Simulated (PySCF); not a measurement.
Cl$_{4}$Ti, triplet, at a GFN2-xTB geometry (such geometries of metal compounds can be far from the true shape) (the multiplicity is a formal guess), with bond 5-1 at 1.8 times its length; HF/STO-3G (PySCF).

Input for PySCF:
```python
from pyscf import gto, scf

mol = gto.M(
    atom='''
Ti    0.00025670    0.01043179    0.01991298
Cl    1.75167063   -0.53833503   -1.18923378
Cl    0.62939803    0.50034952    2.06805868
Cl   -0.97459407    1.75765139   -0.88960055
Cl   -2.52714971   -3.03026305    0.14985547
''',
    basis='sto-3g',
    spin=2,
    verbose=4,
)

mf = scf.UHF(mol)
mf.kernel()
mo_i, mo_e, stable_i, stable_e = mf.stability(internal=True, external=True, return_status=True, nroots=6, tol=1e-6)
print('internally stable:', stable_i, ' externally stable:', stable_e)
if not stable_i:
    umf = mf.copy()
    umf.scf_summary = {}
    umf.kernel(umf.make_rdm1(mo_i, mf.mo_occ))
```

Output, abridged:

```
PySCF version 2.14.0

[INPUT] verbose = 4
[INPUT] num. atoms = 5
[INPUT] num. electrons = 90
[INPUT] charge = 0
[INPUT] spin (= nelec alpha-beta = 2S) = 2
[INPUT] symmetry False subgroup None
[INPUT] Mole.unit = angstrom
[INPUT] Symbol           X                Y                Z      unit          X                Y                Z       unit  Magmom
[INPUT]  1 Ti     0.000256700000   0.010431790000   0.019912980000 AA    0.000485092696   0.019713226089   0.037630078524 Bohr   0.0
[INPUT]  2 Cl     1.751670630000  -0.538335030000  -1.189233780000 AA    3.310177751144  -1.017305769960  -2.247326142281 Bohr   0.0
[INPUT]  3 Cl     0.629398030000   0.500349520000   2.068058680000 AA    1.189389900041   0.945523559358   3.908064514730 Bohr   0.0
[INPUT]  4 Cl    -0.974594070000   1.757651390000  -0.889600550000 AA   -1.841715874925   3.321479749561  -1.681101399762 Bohr   0.0
[INPUT]  5 Cl    -2.527149710000  -3.030263050000   0.149855470000 AA   -4.775620827674  -5.726367249889   0.283185796568 Bohr   0.0

nuclear repulsion = 537.505974541062
number of shells = 28
number of NR pGTOs = 162
number of NR cGTOs = 54
basis = sto-3g
ecp = {}

******** <class 'pyscf.scf.uhf.UHF'> ********
method = UHF
initial guess = minao
damping factor = 0
level_shift factor = 0
DIIS = <class 'pyscf.scf.diis.CDIIS'>
diis_start_cycle = 1
diis_space = 8
diis_damp = 0
SCF conv_tol = 1e-09
SCF conv_tol_grad = None
SCF max_cycles = 50
direct_scf = True
direct_scf_tol = 1e-13
number electrons alpha = 46  beta = 44
Set gradient conv threshold to 3.16228e-05
init E= -2655.82579660918

cycle= 1 E= -2658.19072722395  delta_E= -2.36  |g|= 0.389  |ddm|= 2.36
cycle= 2 E= -2658.30041296392  delta_E= -0.11  |g|= 0.255  |ddm|= 1.27
cycle= 3 E= -2658.35056354321  delta_E= -0.0502  |g|= 0.0374  |ddm|= 0.401
cycle= 4 E= -2658.35456385529  delta_E= -0.004  |g|= 0.0147  |ddm|= 0.234
cycle= 5 E= -2658.35548242295  delta_E= -0.000919  |g|= 0.00775  |ddm|= 0.102
cycle= 6 E= -2658.35584146506  delta_E= -0.000359  |g|= 0.00275  |ddm|= 0.0785
cycle= 7 E= -2658.35588358916  delta_E= -4.21e-05  |g|= 0.000437  |ddm|= 0.0321
cycle= 8 E= -2658.35588415739  delta_E= -5.68e-07  |g|= 0.000134  |ddm|= 0.0025
cycle= 9 E= -2658.35588421316  delta_E= -5.58e-08  |g|= 3.9e-05  |ddm|= 0.00081
cycle= 10 E= -2658.35588421972  delta_E= -6.56e-09  |g|= 2.09e-05  |ddm|= 0.000211
cycle= 11 E= -2658.3558842228  delta_E= -3.08e-09  |g|= 1.19e-05  |ddm|= 0.000175
cycle= 12 E= -2658.35588422408  delta_E= -1.28e-09  |g|= 6.91e-06  |ddm|= 0.000133
cycle= 13 E= -2658.35588422445  delta_E= -3.63e-10  |g|= 5.25e-06  |ddm|= 5.8e-05
Extra cycle  E= -2658.35588422455  delta_E= -1.06e-10  |g|= 4.84e-06  |ddm|= 1.78e-05
converged SCF energy = -2658.35588422455  <S^2> = 2.0039831  2S+1 = 3.0026542
uhf_internal: lowest eigs of H = [-1.57509001e-05  4.76119201e-03  1.06590949e-01  1.07682081e-01
  2.18546196e-01  2.18984668e-01]
<class 'pyscf.scf.uhf.UHF'> wavefunction has an internal instability
uhf_real2complex: lowest eigs of H = [-6.73744202e-06  2.43514206e-03  5.61925084e-02  5.67128110e-02
  1.10366398e-01  1.10584985e-01]
<class 'pyscf.scf.uhf.UHF'> wavefunction is stable in the real -> complex stability analysis
uhf_external: lowest eigs of H = [-9.11263840e-04 -2.49608247e-08  1.74547240e-04  3.05663801e-04
  5.88102233e-02  5.93929907e-02]
<class 'pyscf.scf.uhf.UHF'> wavefunction has an UHF/UKS -> GHF/GKS instability
internally stable: False  externally stable: False

******** <class 'pyscf.scf.uhf.UHF'> ********
method = UHF
initial guess = minao
damping factor = 0
level_shift factor = 0
DIIS = <class 'pyscf.scf.diis.CDIIS'>
diis_start_cycle = 1
diis_space = 8
diis_damp = 0
SCF conv_tol = 1e-09
SCF conv_tol_grad = None
SCF max_cycles = 50
direct_scf = True
direct_scf_tol = 1e-13
number electrons alpha = 46  beta = 44
Set gradient conv threshold to 3.16228e-05
init E= -2658.35588890558
cycle= 1 E= -2658.35588975992  delta_E= -8.54e-07  |g|= 0.000156  |ddm|= 0.00201
cycle= 2 E= -2658.35588980611  delta_E= -4.62e-08  |g|= 5.62e-05  |ddm|= 0.000423
cycle= 3 E= -2658.35588981662  delta_E= -1.05e-08  |g|= 2.92e-05  |ddm|= 0.000235
cycle= 4 E= -2658.35588982215  delta_E= -5.53e-09  |g|= 1.5e-05  |ddm|= 0.000235
cycle= 5 E= -2658.35588982376  delta_E= -1.61e-09  |g|= 8.08e-06  |ddm|= 0.000138
cycle= 6 E= -2658.35588982421  delta_E= -4.47e-10  |g|= 4.51e-06  |ddm|= 8.33e-05
Extra cycle  E= -2658.35588982429  delta_E= -8.28e-11  |g|= 4.36e-06  |ddm|= 1.51e-05
converged SCF energy = -2658.35588982429  <S^2> = 2.0039832  2S+1 = 3.0026543
```
